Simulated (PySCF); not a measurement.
SMILES [Br][Cd][I] (PBE0/def2-SVP optimised geometry):

```
3

Cd    -0.086     0.000     0.000
Br    -2.500     0.000     0.001
I      2.500     0.000     0.000
```

Method: PBE0/def2-TZVP, def2 effective core potentials past Kr in PySCF.

Question: What are the frontier orbital energies and the dipole moment?

Answer: HOMO-2 -8.52 eV, HOMO-1 -7.90 eV, HOMO -7.90 eV, LUMO -2.37 eV, LUMO+1 -0.85 eV; dipole moment 0.62 D.

On the same geometry PBE/def2-TZVP, def2 effective core potentials past Kr in PySCF gives HOMO-2 -7.28 eV, HOMO-1 -6.79 eV, HOMO -6.79 eV, LUMO -3.18 eV, LUMO+1 -1.51 eV; dipole moment 0.64 D.
